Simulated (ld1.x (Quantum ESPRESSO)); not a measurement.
# An all-electron radial function and its pseudo partner (carbon)

Columns: radius, all-electron u(r) and pseudo u(r) of the 2p shell (level -17.00 eV) of carbon in the configuration [He] 2s2 2p1; PBE, scalar-relativistic, TM scheme, ld1.x (Quantum ESPRESSO) 7.5.

| r (bohr) | all-electron | pseudo |
| --- | --- | --- |
| 0.062 | 0.0236 | 0.0119 |
| 0.125 | 0.0803 | 0.0474 |
| 0.188 | 0.1537 | 0.1038 |
| 0.250 | 0.2322 | 0.1754 |
| 0.312 | 0.3108 | 0.2575 |
| 0.375 | 0.3872 | 0.3457 |
| 0.438 | 0.4577 | 0.4325 |
| 0.500 | 0.5201 | 0.5116 |
| 0.562 | 0.5751 | 0.5808 |
| 0.625 | 0.6236 | 0.6389 |
| 0.688 | 0.6652 | 0.6846 |
| 0.750 | 0.6996 | 0.7184 |
| 0.812 | 0.7275 | 0.7427 |
| 0.875 | 0.7495 | 0.7600 |
| 0.938 | 0.7655 | 0.7716 |
| 1.000 | 0.7759 | 0.7788 |
| 1.062 | 0.7814 | 0.7824 |
| 1.125 | 0.7826 | 0.7828 |
| 1.188 | 0.7798 | 0.7798 |
| 1.250 | 0.7735 | 0.7735 |
| 1.312 | 0.7644 | 0.7644 |
| 1.375 | 0.7525 | 0.7525 |
| 1.438 | 0.7384 | 0.7384 |
| 1.500 | 0.7227 | 0.7227 |
| 1.562 | 0.7055 | 0.7055 |
| 1.625 | 0.6869 | 0.6869 |

Task: How many radial nodes do the two functions have?

Result: The all-electron 2p function has n − l − 1 = 0; the pseudo-wave has 0.

Task: At about which radius was the pseudo-wave matched?

Result: 1.25 bohr. The columns agree to 0.0005 from 1.12 bohr on; several derivatives are matched, so the curves merge somewhat inside the radius.

Task: Where does each function peak?

Result: Outermost all-electron maximum near 1.12 bohr, pseudo maximum near 1.12 bohr (to the table’s step).

Task: Is the pseudo-wave norm-conserving?

Result: Yes: the TM scheme keeps the norm inside the radius equal to the all-electron one, which fixes the energy derivative of the logarithmic derivative at the level.
